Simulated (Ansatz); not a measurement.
Consider the formal exchange of groups at a Mo–F bond: `[O]=[Mo]([OH])([F])=[S]` + CH₄ → `[CH3][Mo](=[O])([OH])=[S]` + H–F.

Calculated with Ansatz (gas phase, PBE0-D4/def2-TZVP geometries, no zero-point term in ΔE). CBS: MP2 limit from def2 TZ/QZ plus the TZ coupled-cluster correction, frozen cores. This one scheme is used for every species. Functionals use def2-TZVPP. HSE06 is defined as in plane-wave codes. Elements past krypton have def2 core potentials. For Mo outer-core shells are correlated without core-valence functions, which leaves a few kJ/mol of doubt a bond. Each species was taken in one conformer, which may not be the lowest.

Problem. Is it downhill or uphill in electronic energy at CCSD(T)/CBS, and by how much? (Best estimate.)

Solution. The calculation gave: Uphill: ΔE = +108.3 kJ/mol.

Problem. What do these levels give: PBE-D4, B97M-V, HSE06-D4, CAM-B3LYP-D4, ωB97X-V, PBE, PBE0, LC-ωPBE, CCSD/def2-SVP, MP2/def2-QZVPP, SCS-MP2/def2-QZVPP, MP2/CBS(def2)? (Estimate.)

Solution. Computed: PBE-D4 131.6, B97M-V 145.2, HSE06-D4 120.4, CAM-B3LYP-D4 133.5, ωB97X-V 129.7, PBE 136.4, PBE0 124.9, LC-ωPBE 132.4, CCSD/def2-SVP 124.3, MP2/def2-QZVPP 112.1, SCS-MP2/def2-QZVPP 117.2, MP2/CBS(def2) 110.4 kJ/mol.

Largest T1 diagnostic among the species: 0.025, so the coupled-cluster value is less sure than usual.

Leaving LDA and LC-ωPBE aside and taking each functional with its dispersion term where it has one, the values, not all of them listed here, spread over 28.3 kJ/mol, from PBE-QIDH to B97M-V. LDA lies −9.2 kJ/mol from PBE without D4. From PBE to PBE0 (25 % exact exchange), in def2-TZVPP and without D4, ΔE moves by −11.5 kJ/mol. At CCSD(T), def2-SVP lies +21.4 kJ/mol from the extrapolated value and def2-TZVPP +3.0 kJ/mol.
